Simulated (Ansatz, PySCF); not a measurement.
Acid–base and redox partners of OC=O. All species are isolated molecules in the gas phase. One relaxed conformer stands for each flexible species; it need not be the lowest. Strings in code marks are SMILES.

Quantity: electronic energy of isomers of CHO2 (charge -1) relative to `O=C[O-]`, in kcal/mol. Levels without diffuse functions put anions too high.

Level 1: frozen-core MP2/aug-cc-pVTZ // r2SCAN-D4/def2-TZVPD (Ansatz, a first-principles code)
Level 2: B3LYP/3-21G // r2SCAN-D4/def2-TZVPD (PySCF)
Level 3: PBE/6-31G* // r2SCAN-D4/def2-TZVPD (PySCF)
Level 4: HF/STO-3G // r2SCAN-D4/def2-TZVPD (PySCF)

```json
[
 {"species": "`O=[C-]O` (O–C–O–H torsion 0°) (not the most acidic site)", "level 2": "42.3", "level 3": "47.1", "level 4": "19.5"}
]
```

### Question
What does level 1 give for each?

### Answer

- `O=[C-]O` (O–C–O–H torsion 0°) (not the most acidic site): 37.3
